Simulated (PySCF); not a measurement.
Species: Zr(OPh)Cl3, C₆H₅Cl₃OZr (singlet state).
Geometry (PBE0-D3(BJ)/def2-SVP, Å), atoms numbered from 1 in this order:
```xyz
16
C6H5Cl3OZr angstrom
Zr    -0.0208   -0.5224   -3.2676
O     -0.0076   -0.2298   -1.4006
C      0.0016   -0.0201   -0.0675
C     -0.4251   -1.0328    0.7944
C     -0.4152   -0.8051    2.1679
C      0.0150    0.4195    2.6790
C      0.4384    1.4225    1.8073
C      0.4342    1.2098    0.4318
H     -0.7601   -1.9845    0.3767
H     -0.7488   -1.5948    2.8450
H      0.0206    0.5922    3.7571
H      0.7761    2.3843    2.1998
H      0.7609    1.9831   -0.2663
Cl     2.1850   -0.6309   -4.0385
Cl    -1.0917    1.2802   -4.2940
Cl    -1.1967   -2.5052   -3.6579
```

Method used: TDDFT CAM-B3LYP/def2-SVPD, vertical, gas phase, core orbitals frozen in the response, def2 core potentials past Kr in PySCF. Spin–orbit coupling is left out. The geometry optimisation had not met its thresholds, so the values belong to a structure short of the stationary point.

Transition dipole moments from the ground state, in atomic units and in the frame of the coordinates above (overall signs are arbitrary), for the states with f of 0.002 or more among the lowest 10:

```tsv
state	E (eV)	μx	μy	μz
S1	4.913	-0.003	0.111	1.038
S2	4.922	0.068	-0.135	-0.751
S3	5.217	-0.049	-0.098	0.222
S4	5.485	-0.032	0.127	1.068
S7	6.080	-0.191	-0.497	0.161
S10	6.167	-0.106	-0.166	0.197
```

Question: What oscillator strength does each state have?

Answer: f = (2/3) ΔE |μ|² with ΔE in hartree (27.2114 eV).

```tsv
state	|μ|² (au)	|μ| (D)	f
S1	1.091	2.65	0.131
S2	0.588	1.95	0.071
S3	0.061	0.63	0.008
S4	1.158	2.74	0.156
S7	0.309	1.41	0.046
S10	0.078	0.71	0.012
```

Question: Which bond between heavy atoms lies closest to the direction of the S4 transition dipole?

Answer: C7–C8, Zr1–O2, O2–C3 and C4–C5, at 3° from it; next C6–C7 and C3–C4 at 57°.

Question: What angle do the transition dipoles of S4 and S7 make?

Answer: |cos θ| = |μa·μb| / (|μa| |μb|) = 0.19, so θ ≈ 79° (taken between 0 and 90°, since the signs are arbitrary).

Question: What peak molar absorption coefficient would the strongest computed level give as a lone Gaussian band 0.4 eV wide at half height?

Answer: ε(max) = 2.175×10⁸ f / FWHM, with the width in cm⁻¹. S4: 2.175×10⁸ × 0.1556 / 3226 ≈ 10000 L mol⁻¹ cm⁻¹.

The vertical ionisation energy (ΔSCF) is 8.96 eV, 2.80 eV above S10.

On one thread, Arm Neoverse V2 (aarch64), shared host, this took 8.0 min of wall time (with the writing of density and orbital grids) and 1.9 GiB of memory at its peak.
